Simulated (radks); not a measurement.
The numbers below are computed, except where a source is named.
The bismuth anion Bi3-, [Rn], held by a Watson sphere: a shell of charge +3 at radius R that stands for the Madelung well of a crystal (potential energy -3/R inside, -3/r outside, in hartree with lengths in bohr). Code: a radial shooting solver on a logarithmic mesh with Libxc functionals. Model: scalar-relativistic Kohn-Sham, LDA (Slater exchange, Perdew-Wang correlation), spin-unpolarised, spherical densities, finite nucleus; Fermi nuclear charge, rms radius of each element as measured or else 0.836 A^(1/3) + 0.57 fm. Response by self-consistent Sternheimer equations with the Hartree and adiabatic LDA kernel, the relativistic mass of each level held fixed and spin-orbit coupling left out. The sphere does not respond.

| R (bohr) | e(5d) (eV) | e(6s) (eV) | e(6p) (eV) | <r> 6p (bohr) | sum of <r^2> (bohr^2) | X-ray form factor at sin(theta)/lambda = 0.2 1/angstrom | alpha (bohr^3) |
|---|---|---|---|---|---|---|---|
| 3.44 | -25.542 | -14.423 | -5.701 | 3.209 | 115.6 | 69.924 | 90.80 |
| 3.87 | -24.991 | -13.597 | -5.089 | 3.382 | 124.0 | 69.933 | 118.3 |
| 4.76 | -24.277 | -12.447 | -4.028 | 3.724 | 142.5 | 70.010 | 201.0 |
| 5.54 | -23.896 | -11.841 | -3.319 | 4.006 | 160.0 | 70.072 | 310.5 |
| 5.6 | -23.872 | -11.804 | -3.272 | 4.027 | 161.4 | 70.075 | 320.7 |
| 5.91 | -23.760 | -11.634 | -3.043 | 4.135 | 168.8 | 70.091 | 378.4 |
